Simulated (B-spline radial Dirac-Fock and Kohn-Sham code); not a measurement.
# Energy-loss ionisation edge L3 (2p3/2) of Cs

System: neutral cesium in the configuration [Xe] 6s1. Level of theory: the first Born approximation with generalised oscillator strengths from a Dirac-Hartree-Slater potential (longitudinal and transverse terms; continuum final states only, so no white lines or fine structure); a radial atomic solver. The edge is taken at 5012.0 eV (tabulated value).

The run's input, task.json:

```json
{"items": [{
  "Z": 55,
  "q": 0,
  "cfg": [[1, 0, 2], [2, 0, 2], [2, 1, 6], [3, 0, 2], [3, 1, 6], [3, 2, 10], [4, 0, 2], [4, 1, 6], [4, 2, 10], [5, 0, 2], [5, 1, 6], [6, 0, 1]],
  "A": 133,
  "rrms": 4.8041,
  "do": "eels",
  "beams": [[60, 5], [60, 10], [60, 50], [60, 100], [80, 5], [80, 20], [80, 50], [100, 5], [100, 10], [120, 10], [200, 5], [300, 20], [300, 50], [300, 100]],
  "edges": {"L3": 5012.0}
}]}
```

Command: `python xray2_run.py task.json out`

Edge shape dσ/dE in barn per eV:

| E − edge (eV) | 60 kV, 5 mrad | 120 kV, 10 mrad | 300 kV, 20 mrad |
| --- | --- | --- | --- |
| 1 | 0.00426 | 0.0357 | 0.216 |
| 3 | 0.00348 | 0.0288 | 0.175 |
| 6 | 0.00295 | 0.0243 | 0.148 |
| 10 | 0.00262 | 0.0218 | 0.133 |
| 15 | 0.00253 | 0.0211 | 0.128 |
| 20 | 0.00253 | 0.0211 | 0.128 |
| 30 | 0.00256 | 0.0213 | 0.130 |
| 40 | 0.00254 | 0.0212 | 0.130 |
| 50 | 0.00251 | 0.0210 | 0.128 |
| 65 | 0.00247 | 0.0206 | 0.127 |
| 80 | 0.00244 | 0.0204 | 0.126 |
| 100 | 0.00240 | 0.0201 | 0.124 |
| 125 | 0.00234 | 0.0196 | 0.122 |
| 150 | 0.00228 | 0.0191 | 0.119 |
| 200 | 0.00217 | 0.0182 | 0.115 |
| 250 | 0.00206 | 0.0173 | 0.110 |
| 300 | 0.00196 | 0.0164 | 0.105 |

For the first setting the maximum lies 1 eV above the edge. The intensity 300 eV above the edge is 46 % of the maximum.

Values without a named source are computed, but for edge energies of neutral atoms, which are taken from tables.
